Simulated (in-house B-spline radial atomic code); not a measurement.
Values are calculated unless marked as measured or tabulated.
Sc in an electron gas of r_s = 2.07: phase shifts, screening, friction and resistivity

A nucleus sits in a uniform electron gas with a rigid positive background. The Kohn-Sham equations are solved self-consistently in the spin-unpolarised LDA (PW92), non-relativistic, on B-splines with outgoing waves at the boundary and partial waves to l = 8. The model has no lattice, no bands and no magnetic solution. Atomic units; δ_l are the phase shifts at the Fermi level, counted so that each bound state adds π, and good to about 0.0005.

The density parameter is r_s = 2.07 bohr, near that of the valence electrons of Al (3 per atom, density 2.7 g/cm³, mass 26.98 u, which gives r_s = 2.07).

```csv
l,δ_l (rad)
0,8.5412
1,5.9967
2,1.2518
3,0.0214
4,0.0035
5,0.0006
6,-0.0002
7,-0.0002
8,-0.0003
```

Bound levels below the band bottom (hartree): s -159.5, s -16.46, p -13.5, s -1.326, p -0.59.

Task: Check the Friedel sum rule, and say where the screening charge sits.

Result: k_F = (9π/4)^(1/3)/r_s = 0.92713. The rule is Z = (2/π) Σ (2l + 1) δ_l. The terms are s 5.437, p 11.453, d 3.985, f 0.095 and 0.017 beyond, in all 20.988 against Z = 21. Bound states hold 6 s, 12 p, 0 d electrons, so the scattering states carry 2.99 in all; where a term is smaller than its bound count, the bound level has drawn weight out of the band.

Task: Find the transport cross section and the electronic stopping of a 1 keV Sc ion (mass 44.96 u).

Result: σ_tr = (4π/k_F²) Σ (l + 1) sin²(δ_l − δ_(l+1)). The terms for l = 0 to 3 are 0.3161, 1.9979, 2.6656, 0.0013, all together 4.9809, so σ_tr = 14.619 × 4.9809 = 72.818 bohr². With n = 3/(4π r_s³) = 0.02692, the friction coefficient is Q = n k_F σ_tr = 1.8171. For v well below v_F = 0.927, dE/dx = Q v; with 24801 eV per u at v = 1, v = √(1000/(24801 × 44.96)) = 0.0299, so dE/dx = 0.05442 hartree/bohr = 28 eV/nm. The largest term couples the d and f waves.

Task: What residual resistivity would 1 atomic per cent of such centres give in Al?

Result: Δρ = k_F n_i σ_tr/n in atomic units of 21.74 μΩ·cm. With one host atom per 3 electrons, n_i/n = 0.01/3, so Δρ = 0.9271 × 0.00333 × 72.818 × 21.74 = 4.89 μΩ·cm. This is an atom added to the gas, as on an interstitial site.

Task: On a substitutional site the background of one host ion, a sphere holding 3 charges, is taken out. The phase shifts for l = 0 to 4 become 8.2782, 5.7905, 0.5854, -0.0282, -0.0087. What follows?

Result: The Friedel sum is now 18.00, for Z − 3 = 18. The sum in σ_tr is 2.9190, so σ_tr = 42.67 bohr² and Δρ = 2.87 μΩ·cm per atomic per cent, 0.59 times the value above. A real host ion scatters too, so this model doesn't give zero even for the host's own atom.
